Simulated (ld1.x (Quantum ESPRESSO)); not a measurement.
# Pseudopotential generation for lanthanum: TM, LDA (PZ), scalar-relativistic.

ld1.x (Quantum ESPRESSO) 7.5 input, shortened:

```
&input
   title='La', zed=57., rel=1, dft='PZ', iswitch=3,
   config='[Xe] 4f0 5d1 6s2 6p0'
 /
 &inputp
   pseudotype=2, tm=.true., lloc=0,
   nlcc=.true., rcore=0.95
 /
4
5P  2  1   6.00   0.00  2.90  2.90  0.0
5D  3  2   1.00   0.00  2.20  2.20  0.0
4F  4  3   0.00   0.00  1.85  1.85  0.0
5S  1  0   2.00   0.00  1.80  1.80  0.0
 &test
   configts(1)='4f0 5s2 5p6 5d1 6s2 6p0'
 /
```

Occupied shells without a wave of their own: 6s. They enter only through the test configuration that unscreens the potential, and ld1.x also counts them in the model core charge.

Poles of the logarithmic derivatives, all-electron (AE) and pseudo (PS). s: poles at -2.8, 2.4 (AE) and -2.8, 2.1 (PS) Ry. p: poles at -1.5, 3.5 (AE) and -1.5, 3.3 (PS) Ry. d: poles at 0.5 (AE) and 0.5 (PS) Ry. f: poles at -0.3, 2.9 (AE) and -0.3, 3.2 (PS) Ry. Test radius 3.16 bohr.

* Cutoffs needed: 40 Ry and 80 Ry (the cutoffs (Ry, on a coarse ladder) from which the occupation-weighted sum of valence levels, in a spherical-Bessel basis at the reference potential, stays within 10 and 1 mRy of its value at 400 Ry) The cutoffs count occupied waves only; the empty 4f level needs 100 Ry at the loose tolerance.
* Ghost test: no extra level below or beside the all-electron valence levels (p, d, f, s tested) (spherical-Bessel basis up to 400 Ry, 20 bohr box)
* Largest excitation error: -1336 meV (all-electron minus pseudo) for 4f0 5s2 5p6 5d0 6s0 6p0, out of 7 test configurations

ld1.x takes every shell without a wave as core, so the model core holds the 6s electrons as well and exchange and correlation see them twice. This cancels in the reference configuration, but the file is broken for other ones, and its errors say nothing about a proper core correction.
